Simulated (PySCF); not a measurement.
C5H8O3 (SMILES C=CC(=O)OCCO), singlet, at a GFN2-xTB geometry, with bond 11-2 at 1.6 times its length; PBE0/STO-3G (PySCF).

PySCF was given this input:
```python
from pyscf import gto, scf, dft

mol = gto.Mole()
mol.atom = '''
    C     3.34909298    0.56643792    0.20627091
    C     2.21708328    0.67902214   -0.47299770
    C     1.01064038   -0.07733769   -0.07687092
    O     0.93298789   -0.83883177    0.85301494
    O    -0.00961259    0.19110087   -0.91212379
    C    -1.24286505   -0.46681644   -0.65783660
    C    -2.03366227    0.23952227    0.45429510
    O    -3.33446312   -0.26707915    0.58044038
    H     4.23990360    1.10679499   -0.06386435
    H     3.40222010   -0.08490155    1.06367143
    H     2.03872354    1.69567537   -1.85731783
    H    -1.79368270   -0.42908754   -1.60232093
    H    -1.05792275   -1.50820318   -0.37478674
    H    -1.54665864    0.06629711    1.41618894
    H    -2.04391301    1.32057770    0.25035222
    H    -3.81858835   -0.11239662   -0.23885974
'''
mol.basis = 'sto-3g'
mol.verbose = 4
mol.build()

mf = dft.RKS(mol)
mf.xc = 'pbe0'
mf.DIIS = scf.ADIIS
mf.kernel()
```

It wrote (shortened):

```
PySCF version 2.14.0

[INPUT] verbose = 4
[INPUT] num. atoms = 16
[INPUT] num. electrons = 62
[INPUT] charge = 0
[INPUT] spin (= nelec alpha-beta = 2S) = 0
[INPUT] symmetry False subgroup None
[INPUT] Mole.unit = angstrom
[INPUT] Symbol           X                Y                Z      unit          X                Y                Z       unit  Magmom
[...]
nuclear repulsion = 367.140949409029
number of shells = 32
number of NR pGTOs = 144
number of NR cGTOs = 48
basis = sto-3g
ecp = {}

******** <class 'pyscf.dft.rks.RKS'> ********
method = RKS
initial guess = minao
damping factor = 0
level_shift factor = 0
DIIS = <class 'pyscf.scf.diis.ADIIS'>
diis_start_cycle = 1
diis_space = 8
diis_damp = 0
SCF conv_tol = 1e-09
SCF conv_tol_grad = None
SCF max_cycles = 50
direct_scf = True
direct_scf_tol = 1e-13
XC library pyscf.dft.libxc version 7.1.2
    S. Lehtola, C. Steigemann, M. J. T. Oliveira, and M. A. L. Marques,  SoftwareX 7, 1–5 (2018)
XC functionals = pbe0
    C. Adamo and V. Barone,  J. Chem. Phys. 110, 6158 (1999)
    M. Ernzerhof and G. E. Scuseria,  J. Chem. Phys. 110, 5029 (1999)
radial grids:
    Treutler-Ahlrichs [JCP 102, 346 (1995); DOI:10.1063/1.469408] (M4) radial grids

becke partition: Becke, JCP 88, 2547 (1988); DOI:10.1063/1.454033
pruning grids: <function nwchem_prune>
grids dens level: 3
symmetrized grids: False
atomic radii adjust function: <function treutler_atomic_radii_adjust>
small_rho_cutoff = 0
Set gradient conv threshold to 3.16228e-05
Initial guess from minao.
tot grids = 191304
init E= -416.183683071933
[...]
cycle= 1 E= -414.673557340269  delta_E= 1.51  |g|= 0.839  |ddm|= 5.25
[...]
cycle= 2 E= -414.09095850537  delta_E= 0.583  |g|= 1.75  |ddm|= 2.94
[...]
cycle= 3 E= -414.866750790362  delta_E= -0.776  |g|= 0.392  |ddm|=    2
[...]
cycle= 4 E= -414.866013602389  delta_E= 0.000737  |g|= 0.381  |ddm|= 0.952
[...]
cycle= 5 E= -414.907048323611  delta_E= -0.041  |g|= 0.118  |ddm|= 0.557
[...]
cycle= 6 E= -414.891092149317  delta_E= 0.016  |g|= 0.27  |ddm|= 0.442
[...]
cycle= 7 E= -414.90963491602  delta_E= -0.0185  |g|= 0.0708  |ddm|= 0.227
[...]
cycle= 8 E= -414.910830785199  delta_E= -0.0012  |g|= 0.0267  |ddm|= 0.113
[...]
cycle= 9 E= -414.910874721335  delta_E= -4.39e-05  |g|= 0.0237  |ddm|= 0.0595
[...]
cycle= 10 E= -414.911033227953  delta_E= -0.000159  |g|= 0.00213  |ddm|= 0.0302
[...]
cycle= 11 E= -414.911029997108  delta_E= 3.23e-06  |g|= 0.00398  |ddm|= 0.00743
[...]
cycle= 12 E= -414.911034475523  delta_E= -4.48e-06  |g|= 0.000757  |ddm|= 0.00398
[...]
cycle= 13 E= -414.911034521773  delta_E= -4.63e-08  |g|= 0.000665  |ddm|= 0.00185
[...]
cycle= 14 E= -414.911034649734  delta_E= -1.28e-07  |g|= 0.00022  |ddm|= 0.00102
[...]
cycle= 15 E= -414.911034610125  delta_E= 3.96e-08  |g|= 0.000437  |ddm|= 0.000722
[...]
cycle= 16 E= -414.911034660051  delta_E= -4.99e-08  |g|= 0.000105  |ddm|= 0.000368
[...]
cycle= 17 E= -414.911034662589  delta_E= -2.54e-09  |g|= 4.47e-05  |ddm|= 0.000164
[...]
cycle= 18 E= -414.91103466315  delta_E= -5.61e-10  |g|= 1.72e-06  |ddm|= 5.01e-05
[...]
Extra cycle  E= -414.911034663149  delta_E= 7.96e-13  |g|= 2.55e-06  |ddm|= 5.15e-06
converged SCF energy = -414.911034663149
```
